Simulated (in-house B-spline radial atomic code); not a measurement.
# Fe: [Ar] 3d6 4s2

All numbers are computed (non-relativistic PBE0, spin-polarised, spherical fractional occupations, exact exchange averaged over the configuration; point nucleus) with a B-spline radial code for spherical atoms, not measured.

Effective charges: Z_r = [3n² - l(l+1)]/(2<r>) from the radius, Z_e = n√(-2ε) from the energy, and Slater's rules. Values are occupation-weighted means over spin.

```json
{"shell": "1s", "electrons": "2", "ε (eV)": "-6977.4", "<r> (bohr)": "0.05914", "Z_r": "25.36", "Z_e": "22.65", "Slater": "25.70"}
{"shell": "2s", "electrons": "2", "ε (eV)": "-821.58", "<r> (bohr)": "0.2696", "Z_r": "22.25", "Z_e": "15.54", "Slater": "21.85"}
{"shell": "2p", "electrons": "6", "ε (eV)": "-707.95", "<r> (bohr)": "0.2366", "Z_r": "21.14", "Z_e": "14.43", "Slater": "21.85"}
{"shell": "3s", "electrons": "2", "ε (eV)": "-97.102", "<r> (bohr)": "0.8198", "Z_r": "16.47", "Z_e": "8.01", "Slater": "14.75"}
{"shell": "3p", "electrons": "6", "ε (eV)": "-63.158", "<r> (bohr)": "0.8635", "Z_r": "14.48", "Z_e": "6.46", "Slater": "14.75"}
{"shell": "3d", "electrons": "6", "ε (eV)": "-10.935", "<r> (bohr)": "1.106", "Z_r": "9.50", "Z_e": "2.69", "Slater": "6.25"}
{"shell": "4s", "electrons": "2", "ε (eV)": "-5.8101", "<r> (bohr)": "3.084", "Z_r": "7.78", "Z_e": "2.61", "Slater": "3.75"}
```

The least bound orbital is 4s down at -5.434 eV, and it is also the most diffuse (<r> = 3.18 bohr). The part-filled 3d shell lies below the filled 4s shell in orbital energy.
